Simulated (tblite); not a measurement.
C12H27P.
Cartesian coordinates in Å at the GFN2-xTB level; atoms count from 1:
```xyz
40
C12H27P angstrom
C     -1.4768    3.7868   -0.3079
C     -0.8003    2.6349    0.4267
C     -1.2493    1.2523   -0.0643
C     -2.6374    0.9104    0.4712
P      0.0124    0.0114    0.5896
C     -0.7234   -1.6316    0.0266
C     -0.9968   -1.7842   -1.4650
C      0.1791   -2.7458    0.5704
C     -0.4964   -4.1126    0.5876
C      1.4662    0.1816   -0.6150
C      1.2182    0.9209   -1.9266
C      2.6423    0.8133    0.1420
C      3.1541   -0.0850    1.2589
H     -2.5536    3.7739   -0.1590
H     -1.2790    3.7274   -1.3767
H     -1.0993    4.7397    0.0570
H      0.2807    2.7316    0.2987
H     -1.0041    2.7105    1.4973
H     -1.2703    1.2494   -1.1577
H     -3.0460    0.0289   -0.0171
H     -2.5950    0.7238    1.5439
H     -3.3255    1.7355    0.2971
H     -1.6756   -1.6934    0.5690
H     -0.0674   -1.8329   -2.0280
H     -1.5513   -2.7026   -1.6515
H     -1.5934   -0.9570   -1.8427
H      0.4719   -2.4850    1.5921
H      1.0924   -2.8082   -0.0255
H     -1.4242   -4.0715    1.1545
H      0.1559   -4.8490    1.0521
H     -0.7225   -4.4519   -0.4203
H      1.7519   -0.8496   -0.8550
H      1.0038    1.9727   -1.7548
H      0.3989    0.4825   -2.4897
H      2.1144    0.8604   -2.5445
H      2.3367    1.7727    0.5665
H      3.4546    1.0100   -0.5637
H      3.9713    0.3944    1.7929
H      3.5120   -1.0306    0.8563
H      2.3539   -0.2944    1.9672
```

Computed values, GFN2-xTB/tblite, gas phase, harmonic and unscaled. Against measured fundamentals such values can be off by several per cent, at times by over 20. One conformer, not necessarily the lowest.

Harmonic wavenumbers (cm⁻¹): 48.7, 53.0, 56.2, 74.4, 80.1, 98.7, 105.3, 153.9, 157.0, 195.7, 202.9, 214.1, 224.1, 226.7, 234.1, 244.8, 248.5, 261.4, 281.4, 298.8, 332.2, 343.9, 383.8, 407.1, 420.5, 457.1, 470.7, 616.0, 684.8, 714.8, 805.2, 809.0, 825.1, 884.3, 885.8, 888.5, 975.0, 979.9, 983.8, 1006.3, 1012.7, 1020.9, 1027.7, 1037.1, 1059.3, 1072.8, 1078.0, 1084.0, 1122.2, 1133.7, 1146.9, 1153.5, 1156.3, 1162.5, 1201.4, 1228.5, 1229.1, 1252.0, 1260.8, 1275.8, 1284.7, 1294.4, 1305.7, 1342.1, 1346.8, 1347.3, 1405.1, 1407.7, 1411.5, 1412.0, 1415.0, 1419.2, 1482.0, 1485.4, 1491.1, 1496.2, 1497.7, 1500.1, 1500.6, 1501.6, 1502.4, 1505.0, 1508.4, 1511.2, 1512.2, 1514.4, 1518.1, 2895.2, 2902.1, 2925.1, 2944.3, 2945.7, 2958.8, 2967.4, 2970.4, 2978.3, 2996.6, 3007.3, 3009.8, 3015.9, 3018.2, 3022.8, 3025.4, 3027.7, 3028.7, 3029.7, 3030.5, 3033.7, 3034.4, 3036.0, 3040.2, 3040.4, 3041.2, 3044.5.

A = 753.9, B = 497.9, C = 372.3 MHz; mass 202.185 u (most abundant isotopes); point group C1, symmetry number 1.

Question: Zero-point energy?

Answer: Half the sum of the wavenumbers: 79969 cm⁻¹ = 228.64 kcal/mol.

Question: Entropy at 298.15 K, 1 bar (ideal gas, RRHO, classical rotation)?

Answer: Translation 41.84, rotation 32.11, vibration 65.04: S = 139.0 cal/(mol K).

Question: And Cp and H(298.15 K) − H(0)?

Answer: Cp = 70.70 cal/(mol K), of which vibrations give 62.75 (their classical limit is 114 R = 226.5); H(298.15 K) − H(0) = 12.44 kcal/mol without the zero-point energy, 10.07 from vibrations.

Question: How do the functions run with temperature in this model?

Answer: 
```
T (K)  S (cal/(mol K))  Cp (cal/(mol K))  H − H(0) (kcal/mol)  G − H(0) (kcal/mol)  ln q(vib)
  100             84.8              33.8                 1.98                -6.50       3.87
  200            114.6              53.0                 6.39               -16.54       9.99
  300            139.4              71.1                12.57               -29.26      15.84
  500            184.7             108.6                30.62               -61.74      26.85
  800            245.2             149.0                69.73              -126.46      42.39
 1000            280.6             167.4               101.46              -179.11      52.08
```

q(vib) and H(0) count from the zero-point level.

Question: Which modes carry the vibrational entropy at 298.15 K?

Answer: 48.7 cm⁻¹: 4.87; 53.0 cm⁻¹: 4.70; 56.2 cm⁻¹: 4.59; 74.4 cm⁻¹: 4.03; 80.1 cm⁻¹: 3.89; 98.7 cm⁻¹: 3.48 cal/(mol K); the other 108 give 39.48 together.

Hindered rotation and anharmonicity are outside this model. Other conformers, if any are populated, would add a mixing term that is left out. The structure is chiral; the term R ln 2 for an equal mix with its mirror image is left out.
